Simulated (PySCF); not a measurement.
**ORD: `[SiH3]C1=C[C@H]2CC[C@@H]12`, C₆H₁₀Si**

Geometry:
| atom | x (Å) | y (Å) | z (Å) |
| --- | --- | --- | --- |
| Si1 | 2.622 | -0.128 | 0.627 |
| C2 | 0.872 | -0.385 | 0.029 |
| C3 | 0.026 | -1.423 | -0.061 |
| C4 | -1.134 | -0.607 | -0.541 |
| C5 | -1.973 | -0.010 | 0.614 |
| C6 | -1.013 | 1.185 | 0.704 |
| C7 | -0.171 | 0.603 | -0.450 |
| H8 | 2.619 | 0.871 | 1.700 |
| H9 | 3.437 | 0.369 | -0.486 |
| H10 | 3.159 | -1.394 | 1.126 |
| H11 | 0.104 | -2.468 | 0.184 |
| H12 | -1.664 | -0.906 | -1.441 |
| H13 | -2.980 | 0.265 | 0.309 |
| H14 | -2.028 | -0.637 | 1.502 |
| H15 | -0.472 | 1.280 | 1.645 |
| H16 | -1.478 | 2.138 | 0.462 |
| H17 | 0.067 | 1.257 | -1.283 |

Computed, not measured: TDDFT wB97X-D/aug-cc-pVDZ circular dichroism and optical rotation, one conformer, gas phase (PySCF). Geometry: GFN2-xTB.

Singlets 12 and 13 lie within 0.01 eV of each other, so their separate moments and overlaps can depend on how they mix.

Stereocentres: C4 R, C7 R.

(1) Give the optical rotatory dispersion at 633, 589.3, 546, 436, 405, 365, 355 nm.

(2) And for the mirror image at 589.3 nm?

(3) What is the molar rotation [Φ] = [α]·M/100 of the geometry above at 589.3 nm?

Results:

(1) [α] in deg dm⁻¹ (g/mL)⁻¹:
```
λ (nm)  origin-invariant length gauge  modified velocity gauge  length gauge (centre of mass)  isotropic polarisability (au)
   633                          -73.9                    -73.2                          -73.8                           95.7
 589.3                          -86.0                    -85.3                          -86.0                           96.1
   546                         -101.3                   -100.4                         -101.2                           96.6
   436                         -165.8                   -164.2                         -165.7                           98.9
   405                         -195.7                   -193.7                         -195.5                           99.9
   365                         -248.0                   -245.4                         -247.8                          101.8
   355                         -264.4                   -261.6                         -264.2                          102.4
```

(2) +86.0 deg dm⁻¹ (g/mL)⁻¹ (origin-invariant length gauge): the same size and the opposite sign.

(3) With M = 110.23 g/mol, -94.9 deg cm² dmol⁻¹ (origin-invariant length gauge).

The first excitation lies at 6.08 eV (204 nm) with R = -42.0 × 10⁻⁴⁰ esu² cm² (velocity form).
